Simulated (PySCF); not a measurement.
# Atomic charges against the basis set

Compound: C5H6S2.
Cartesian coordinates in Å at the PBE0-D3(BJ)/def2-SVP level; atoms count from 1:
```xyz
13
C5H6S2 angstrom
C      2.6312   -0.0844    0.4075
S      1.7372   -0.2079   -1.1506
C      0.0802   -0.0132   -0.6246
C     -1.0253   -0.0305   -1.4452
C     -2.2398    0.1555   -0.7296
C     -2.0490    0.3110    0.6164
S     -0.3791    0.2326    1.0281
H      2.3384   -0.8857    1.1024
H      2.4790    0.8971    0.8810
H      3.6943   -0.1994    0.1567
H     -0.9619   -0.1720   -2.5248
H     -3.2241    0.1730   -1.2000
H     -2.7928    0.4676    1.3960
```

PBE0 throughout (PySCF), one geometry, spherical d and f functions. Geometry: PBE0-D3(BJ)/def2-SVP, one conformer, isolated molecule. The first 7 of 11 kinds of atom are listed.

Mulliken charges (e):

| basis | functions | C1 | S2 | C3 | C4 | C5 | C6 | S7 |
| --- | --- | --- | --- | --- | --- | --- | --- | --- |
| STO-3G | 49 | -0.322 | +0.207 | -0.224 | -0.129 | -0.111 | -0.215 | +0.268 |
| 6-31G | 83 | -0.777 | +0.426 | -0.707 | -0.085 | -0.070 | -0.593 | +0.542 |
| 6-31G* | 118 | -0.720 | +0.227 | -0.369 | -0.156 | -0.120 | -0.433 | +0.312 |
| cc-pVDZ | 136 | -0.204 | +0.044 | -0.265 | +0.044 | +0.035 | -0.161 | +0.156 |
| def2-SVP | 136 | -0.183 | -0.003 | -0.195 | +0.007 | -0.011 | -0.120 | +0.081 |
| aug-cc-pVDZ | 223 | +0.160 | +0.050 | +0.160 | +0.511 | +0.725 | -0.382 | +0.419 |
| 6-311+G(2d,p) | 241 | -0.510 | -0.442 | +0.979 | -0.260 | -0.412 | +0.134 | -0.418 |
| def2-TZVP | 265 | -0.396 | -0.028 | +0.073 | -0.231 | -0.138 | -0.184 | +0.032 |
| cc-pVTZ | 302 | -0.300 | -0.025 | -0.003 | -0.166 | -0.129 | -0.185 | +0.065 |
| IGLO-III | 323 | -0.576 | +0.218 | -0.125 | -0.164 | -0.111 | -0.245 | +0.276 |

IAO charges (e):

| basis | functions | C1 | S2 | C3 | C4 | C5 | C6 | S7 |
| --- | --- | --- | --- | --- | --- | --- | --- | --- |
| STO-3G | 49 | -0.495 | +0.277 | -0.287 | -0.204 | -0.180 | -0.298 | +0.358 |
| 6-31G | 83 | -0.526 | +0.169 | -0.258 | -0.200 | -0.173 | -0.316 | +0.271 |
| 6-31G* | 118 | -0.511 | +0.192 | -0.275 | -0.198 | -0.166 | -0.326 | +0.309 |
| cc-pVDZ | 136 | -0.507 | +0.195 | -0.270 | -0.207 | -0.171 | -0.330 | +0.314 |
| def2-SVP | 136 | -0.498 | +0.199 | -0.273 | -0.204 | -0.168 | -0.327 | +0.316 |
| aug-cc-pVDZ | 223 | -0.513 | +0.191 | -0.269 | -0.213 | -0.176 | -0.336 | +0.316 |
| 6-311+G(2d,p) | 241 | -0.521 | +0.202 | -0.281 | -0.211 | -0.175 | -0.343 | +0.330 |
| def2-TZVP | 265 | -0.524 | +0.208 | -0.286 | -0.210 | -0.174 | -0.346 | +0.336 |
| cc-pVTZ | 302 | -0.522 | +0.201 | -0.278 | -0.210 | -0.174 | -0.341 | +0.326 |
| IGLO-III | 323 | -0.525 | +0.211 | -0.286 | -0.213 | -0.176 | -0.348 | +0.338 |

Hirshfeld charges (e):

| basis | functions | C1 | S2 | C3 | C4 | C5 | C6 | S7 |
| --- | --- | --- | --- | --- | --- | --- | --- | --- |
| STO-3G | 49 | -0.041 | +0.063 | -0.058 | -0.094 | -0.067 | -0.086 | +0.131 |
| 6-31G | 83 | -0.096 | -0.001 | -0.059 | -0.085 | -0.069 | -0.095 | +0.070 |
| 6-31G* | 118 | -0.095 | -0.012 | -0.048 | -0.080 | -0.065 | -0.089 | +0.062 |
| cc-pVDZ | 136 | -0.114 | +0.024 | -0.053 | -0.089 | -0.070 | -0.094 | +0.093 |
| def2-SVP | 136 | -0.119 | +0.033 | -0.052 | -0.096 | -0.072 | -0.096 | +0.105 |
| aug-cc-pVDZ | 223 | -0.133 | +0.039 | -0.061 | -0.097 | -0.077 | -0.101 | +0.112 |
| 6-311+G(2d,p) | 241 | -0.125 | +0.035 | -0.067 | -0.096 | -0.077 | -0.101 | +0.109 |
| def2-TZVP | 265 | -0.127 | +0.030 | -0.059 | -0.094 | -0.075 | -0.099 | +0.103 |
| cc-pVTZ | 302 | -0.127 | +0.028 | -0.057 | -0.091 | -0.073 | -0.098 | +0.100 |
| IGLO-III | 323 | -0.134 | +0.048 | -0.061 | -0.101 | -0.079 | -0.102 | +0.122 |

Q: Which scheme is steadiest as the basis changes?

A: Largest range over the bases for any column: Hirshfeld 0.09 e, IAO 0.11 e, Mulliken 1.69 e. Hirshfeld charges move least and Mulliken charges most, counted in e. Without the minimal STO-3G basis the ranges are Hirshfeld 0.06, IAO 0.07, Mulliken 1.69 e.

Q: How much do the charges still move between the two largest bases, cc-pVTZ and IGLO-III?

A: At most, over all atoms: Mulliken 0.275 e, IAO 0.011 e, Hirshfeld 0.022 e.

Q: What do the same runs give for the total energy, the frontier levels and the dipole moment?

A: 
| basis | energy (Eh) | HOMO (eV) | LUMO (eV) | μ (D) |
| --- | --- | --- | --- | --- |
| STO-3G | -978.9013 | -3.05 | 3.29 | 1.62 |
| 6-31G | -989.8425 | -5.75 | -0.04 | 0.99 |
| 6-31G* | -989.9555 | -5.65 | -0.04 | 0.95 |
| cc-pVDZ | -990.0152 | -5.72 | -0.16 | 0.96 |
| def2-SVP | -989.6103 | -5.78 | -0.22 | 0.97 |
| aug-cc-pVDZ | -990.0290 | -5.85 | -0.44 | 0.94 |
| 6-311+G(2d,p) | -990.0736 | -5.83 | -0.46 | 0.97 |
| def2-TZVP | -990.0973 | -5.82 | -0.39 | 0.93 |
| cc-pVTZ | -990.1006 | -5.81 | -0.34 | 0.93 |
| IGLO-III | -990.0952 | -5.79 | -0.33 | 0.95 |

The dipole is fixed by the density alone, so its range of 0.69 D shows that the density itself changes with the basis, not only its division among atoms.
